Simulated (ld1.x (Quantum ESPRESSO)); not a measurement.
**F (Z = 9): excitation energies, all-electron against PAW**

- Element: fluorine
- Generator: ld1.x (Quantum ESPRESSO) 7.5
- Type: PAW
- Functional: LDA (PZ)
- Relativity: scalar-relativistic
- Frozen core: [He]
- Valence charge: 7
- Reference configuration: 2s2 2p4.75 (charge +0.25)
- Partial waves: 2s (bound): rcut 0.60, rcutus 0.70 bohr; 2s channel at 1.85 Ry: rcut 0.60, rcutus 0.70 bohr; 2p (bound): rcut 1.00, rcutus 1.05 bohr; 2p channel at -0.4 Ry: rcut 1.00, rcutus 1.05 bohr
- Local potential: all-electron potential smoothed inside 0.80 bohr (lloc = -1)
- Core correction: Bessel-smoothed model core, default radius (core density twice the valence density)
- Augmentation charge: PSQ, radius 0.45 bohr

Energies are relative to the spin-unpolarised reference configuration 2s2 2p4.75; without spin polarisation the order of configurations can differ from experiment. Spin-polarised rows fill each open shell by Hund’s rule, majority spin first.

(1) Give the all-electron excitation energy and the error of the potential for: 2s2 2p5; 2s2 2p4; 2s2 2p3; 2s2 2p2; 2s1 2p6; 2s1 2p5; 2s2 2p1; 2s2 2p4.75 (spin-polarised); 2s2 2p5 (spin-polarised).

Answers

(1)

```
      valence configuration  charge  ΔE all-electron (eV)  error AE − PS (meV)
                    2s2 2p5       0                -3.309                 +0.2
                    2s2 2p4      +1                16.247                 -1.4
                    2s2 2p3      +2                54.759                 -9.1
                    2s2 2p2      +3               115.491                  -30
                    2s1 2p6       0                15.082                 -1.3
                    2s1 2p5      +1                34.902                 -2.0
                    2s2 2p1      +4               201.358                  -56
2s2 2p4.75 (spin-polarised)   +0.25                -0.620                 -0.5
   2s2 2p5 (spin-polarised)       0                -3.688                 -0.1
```
